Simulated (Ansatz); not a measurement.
B₅N₄H₁₆, a cluster cut from zinc blende BN (hydrogen-capped). Charge 0, multiplicity 2. Geometry r2SCAN-D4/def2-SVP; atoms count from 1.

Cartesian coordinates in Å:
```
N 0.7886 0.7301 0.8882
N -1.4518 1.0559 -0.4171
N 1.2247 -0.3274 -1.3376
N -0.6391 -1.2099 0.2676
B 1.9497 0.1566 -0.0333
B -0.1985 1.8110 0.2435
B 0.1765 -0.5660 1.3631
B -1.9163 -0.2641 0.2921
B 0.0823 -1.4381 -1.1417
H 1.2366 1.2031 1.6733
H -1.3011 0.8376 -1.4066
H -2.2269 1.7207 -0.4090
H 1.9196 -0.7350 -1.9650
H 0.8826 0.5051 -1.8271
H -0.9462 -2.1345 0.5702
H 2.7841 1.0307 -0.2450
H 2.4972 -0.8178 0.4962
H 0.3877 2.4451 -0.6258
H -0.6316 2.5184 1.1391
H -0.3657 -0.4642 2.5138
H 0.9447 -1.3926 1.9588
H -2.2454 0.0084 1.4526
H -2.8520 -0.8124 -0.2815
H 0.6343 -2.5266 -1.1191
H -0.7339 -1.3344 -2.0497
```

(1) Estimate the Mulliken populations from the PBE0/def2-TZVP orbitals of Ansatz.

(2) Where does the spin sit?

(3) And the Mayer bond orders between heavy atoms (over 0.3)?

## Answers

(1) 
```tsv
atom	charge (e)	spin (α − β)
N1	-0.02	0.03
N2	-0.26	0.00
N3	-0.26	0.00
N4	-0.02	0.03
B5	-0.22	0.04
B6	-0.24	0.00
B7	-0.30	0.16
B8	-0.22	0.04
B9	-0.24	0.00
H10	0.23	0.00
H11	0.25	0.00
H12	0.26	0.00
H13	0.26	0.00
H14	0.25	0.00
H15	0.23	0.00
H16	0.02	0.04
H17	0.00	0.03
H18	-0.01	0.00
H19	-0.01	0.00
H20	0.16	0.28
H21	0.16	0.28
H22	0.00	0.03
H23	0.02	0.04
H24	-0.01	0.00
H25	-0.01	0.00
```
Mulliken values depend strongly on the basis.

(2) Summed by element: N 0.05, B 0.24, H 0.71, of 1 unpaired in all. Largest on single atoms: H20 0.28, H21 0.28, B7 0.16.

(3) N1–B5 0.79 (1.59 Å); N1–B6 0.81 (1.60 Å); N1–B7 0.98 (1.51 Å); N2–B6 0.81 (1.61 Å); N2–B8 0.86 (1.57 Å); N3–B5 0.86 (1.57 Å); N3–B9 0.81 (1.61 Å); N4–B7 0.98 (1.51 Å); N4–B8 0.78 (1.59 Å); N4–B9 0.81 (1.60 Å).
